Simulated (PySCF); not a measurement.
Se(H)(SH) (H2SSe), SMILES S[SeH].

Coordinates come from a PBE0-D3(BJ)/def2-TZVP optimisation.

The numbers are results of TDDFT-PBE0/def2-TZVPD (PySCF), not measurements.

Vertical excitations. Gas-phase values at a fixed geometry.

```json
[
 {"state": "S1", "energy (eV)": "4.19", "λ (nm)": "296", "f": "0.005", "main pairs": "HOMO→LUMO 98 %"},
 {"state": "S2", "energy (eV)": "4.51", "λ (nm)": "275", "f": "0.008", "main pairs": "HOMO−1→LUMO 98 %"},
 {"state": "S3", "energy (eV)": "5.49", "λ (nm)": "226", "f": "0.016", "main pairs": "HOMO→LUMO+1 96 %"},
 {"state": "S4", "energy (eV)": "5.94", "λ (nm)": "209", "f": "0.006", "main pairs": "HOMO−1→LUMO+1 86 %"},
 {"state": "S5", "energy (eV)": "6.20", "λ (nm)": "200", "f": "0.010", "main pairs": "HOMO→LUMO+2 93 %"},
 {"state": "S6", "energy (eV)": "6.47", "λ (nm)": "192", "f": "0.011", "main pairs": "HOMO−1→LUMO+2 83 %"},
 {"state": "S7", "energy (eV)": "7.18", "λ (nm)": "173", "f": "0.005", "main pairs": "HOMO→LUMO+3 98 %"},
 {"state": "S8", "energy (eV)": "7.26", "λ (nm)": "171", "f": "0.070", "main pairs": "HOMO→LUMO+4 58 %, HOMO→LUMO+5 30 %"},
 {"state": "S9", "energy (eV)": "7.30", "λ (nm)": "170", "f": "0.121", "main pairs": "HOMO→LUMO+5 65 %, HOMO→LUMO+4 19 %"},
 {"state": "S10", "energy (eV)": "7.44", "λ (nm)": "167", "f": "0.117", "main pairs": "HOMO−2→LUMO 55 %, HOMO→LUMO+4 19 %"},
 {"state": "T1", "energy (eV)": "3.53", "λ (nm)": "351", "f": "0", "main pairs": "HOMO→LUMO 97 %"},
 {"state": "T2", "energy (eV)": "3.85", "λ (nm)": "322", "f": "0", "main pairs": "HOMO−1→LUMO 97 %"},
 {"state": "T3", "energy (eV)": "5.06", "λ (nm)": "245", "f": "0", "main pairs": "HOMO→LUMO+1 84 %"},
 {"state": "T4", "energy (eV)": "5.54", "λ (nm)": "224", "f": "0", "main pairs": "HOMO−1→LUMO+1 74 %, HOMO−1→LUMO+2 13 %"}
]
```
Triplets are in the Tamm–Dancoff approximation, which puts them higher than full response would, so one can lie above its singlet here.
